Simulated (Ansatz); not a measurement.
The pair A = CH4O (SMILES CO) (first 6 atoms), B = H2 (SMILES [H][H]); geometry from B3LYP-D3(BJ)/def2-TZVP.
(charge 0, multiplicity 1):
```
atom    x (Å)    y (Å)    z (Å)
----  -------  -------  -------
C      0.6856   0.3495  -0.3547
O     -0.6614   0.2028   0.0765
H      1.3729  -0.2815   0.2193
H      0.9563   1.3913  -0.1904
H      0.8022   0.1252  -1.4204
H     -0.9365  -0.7074  -0.0722
H     -0.2150  -0.2073   2.5453
H      0.0545  -0.4468   3.1986
```

Cores are frozen in the correlated methods. MP2 and its Hartree–Fock in aug-cc-pVQZ are density fitted.

The values were computed with Ansatz (Gaussian orbitals). Each number belongs to the level named beside it.

The counterpoise-corrected interaction energy is E(AB) − E(A in the pair's basis) − E(B in the pair's basis). Total energies (hartree):

```tsv
level	AB	A in the pair's basis	B in the pair's basis
HF/aug-cc-pVTZ	-116.2247597	-115.0920002	-1.1329745
MP2/aug-cc-pVTZ	-116.6952630	-115.5291982	-1.1650216
HF/aug-cc-pVQZ	-116.2326258	-115.0994298	-1.1334134
MP2/aug-cc-pVQZ	-116.7307690	-115.5629786	-1.1666870
CCSD(T)/aug-cc-pVTZ	-116.7363896	-115.5625966	-1.1726742
```

Work out the counterpoise-corrected interaction energy at the basis-set limit: extrapolate the MP2 correlation part as X⁻³, take Hartree–Fock from the larger set, and add the CCSD(T) − MP2 difference of aug-cc-pVTZ.


1. Differences (1 hartree = 627.509 kcal/mol): HF/aug-cc-pVTZ 0.135; MP2/aug-cc-pVTZ -0.655; HF/aug-cc-pVQZ 0.136; MP2/aug-cc-pVQZ -0.692; CCSD(T)/aug-cc-pVTZ -0.702.
2. Correlation parts, MP2 less HF: -0.790 in aug-cc-pVTZ (X = 3), -0.829 in aug-cc-pVQZ (X = 4).
3. Limit (4³·(-0.829) − 3³·(-0.790))/(4³ − 3³) = -0.857; with HF/aug-cc-pVQZ it gives -0.721.
4. CCSD(T) less MP2 in aug-cc-pVTZ: -0.047.
Result: -0.77 kcal/mol, against -0.65 at MP2/aug-cc-pVTZ. It is an estimate of this method's limit, not of the exact value.

Ansatz is an electronic-structure program.
